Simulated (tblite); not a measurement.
C3H11NSi3.
Geometry (GFN2-xTB, Å), atoms numbered from 1 in this order:
```xyz
18
C3H11NSi3 angstrom
C      2.6775   -0.9177    0.1508
C      2.2976   -0.4873   -1.0408
Si     0.6421    0.3330   -1.4259
C     -0.2640    0.7943    0.1619
Si    -2.0481    1.4795    0.0148
N     -2.4789    0.1197    1.0107
Si    -0.9257   -0.6220    1.2736
H      3.6327   -1.3910    0.3280
H      2.0391   -0.8162    1.0148
H      2.9816   -0.6177   -1.8717
H      0.9219    1.5419   -2.2242
H     -0.1409   -0.5965   -2.2561
H      0.3768    1.4749    0.7232
H     -2.2999    2.7709    0.6622
H     -2.6705    1.4401   -1.3090
H     -3.3843   -0.1669    1.3420
H     -0.8558   -1.9883    0.7533
H     -0.5101   -0.5909    2.6807
```

Method: GFN2-xTB as coded in tblite; computed harmonic values from a numerical Hessian at the method's own geometry, unscaled. Against measured fundamentals such values can be off by several per cent, at times by over 20. Modes of hydrogen on silicon can be 10 to 20 % off. One conformer, not necessarily the lowest.

Harmonic wavenumbers (cm⁻¹): 46.1, 63.4, 80.5, 100.6, 167.9, 193.0, 338.0, 383.9, 391.4, 419.6, 438.1, 467.9, 498.8, 507.7, 529.1, 571.5, 606.2, 620.4, 657.0, 687.5, 710.5, 749.1, 782.9, 798.2, 803.0, 829.3, 869.1, 915.7, 919.3, 1007.8, 1009.0, 1032.9, 1088.5, 1114.2, 1276.8, 1423.9, 1673.5, 2149.8, 2181.9, 2198.2, 2211.3, 2245.7, 2250.9, 2950.7, 3022.2, 3061.9, 3088.5, 3475.8.

A = 2603, B = 953.8, C = 751.3 MHz; mass 145.020 u (most abundant isotopes); point group C1, symmetry number 1.

Q: What is the zero-point energy?

A: Half the sum of the wavenumbers: 26805 cm⁻¹ = 76.64 kcal/mol.

Q: What is S at 273.15 K and 1 bar for an ideal gas of classical rigid rotors and harmonic oscillators?

A: Translation 40.42, rotation 29.27, vibration 30.11: S = 99.8 cal/(mol K).

Q: And Cp and H(273.15 K) − H(0)?

A: Cp = 41.44 cal/(mol K), of which vibrations give 33.50 (their classical limit is 48 R = 95.4); H(273.15 K) − H(0) = 6.57 kcal/mol without the zero-point energy, 4.40 from vibrations.

Q: What must be added to the electronic energy to get the Gibbs energy at 273.15 K and 1 bar?

A: ZPE + [H(273.15 K) − H(0)] − T·S = 76.64 + 6.57 − 27.26 = 55.95 kcal/mol.

Q: Blend soft modes into free rotors: weight 1/[1 + (100 cm⁻¹/ν̃)⁴] for the oscillator and the rest for a rotor with moment μB/(μ + B), μ = h/(8π²ν), B = 10⁻⁴⁴ kg m². What vibrational entropy results?

A: 27.33 cal/(mol K) in place of 30.11, which changes −T·S at 273.15 K by +0.76 kcal/mol.

Q: How do the functions run with temperature in this model?

A: 
```
 T (K)  S (cal/(mol K))  Cp (cal/(mol K))  H − H(0) (kcal/mol)  G − H(0) (kcal/mol)  ln q(vib)
   150             80.3              25.1                 2.46                -9.58       3.48
   250             96.3              38.5                 5.64               -18.42       6.37
298.15            103.6              44.4                 7.64               -23.23       7.79
   400            118.1              54.5                12.71               -34.53      10.85
   600            142.9              67.8                25.05               -60.71      16.70
   900            172.9              79.8                47.34              -108.27      24.70
```

q(vib) and H(0) count from the zero-point level.

Q: Which modes carry the vibrational entropy at 273.15 K?

A: 46.1 cm⁻¹: 4.80; 63.4 cm⁻¹: 4.18; 80.5 cm⁻¹: 3.71; 100.6 cm⁻¹: 3.27; 167.9 cm⁻¹: 2.29; 193.0 cm⁻¹: 2.04 cal/(mol K); the other 42 give 9.82 together.

Hindered rotation and anharmonicity are outside this model. Other conformers, if any are populated, would add a mixing term that is left out. The structure is chiral; the term R ln 2 for an equal mix with its mirror image is left out.
